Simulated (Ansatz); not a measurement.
YO₂, SMILES [O]=[Y]=[O] (connectivity only; charge and spin as stated), neutral, multiplicity 2.

Coordinates come from a PBE-D3(BJ)/def2-TZVP optimisation. The def2 effective core potentials stand for the cores of Y; spin–orbit coupling is left out.

Two levels are set side by side: PBE/def2-TZVPD (Ansatz, an electronic-structure program) and PBE0/def2-TZVPD (Ansatz). Energy differences of separate SCF runs at the same geometry; the states with an electron removed or added have multiplicity 3 and 1. Differences are taken from unrounded values.

```tsv
quantity	PBE0	PBE	PBE minus PBE0
vertical ionisation energy (eV)	8.81	9.22	0.42
vertical electron affinity (eV)	1.74	1.70	-0.04
```
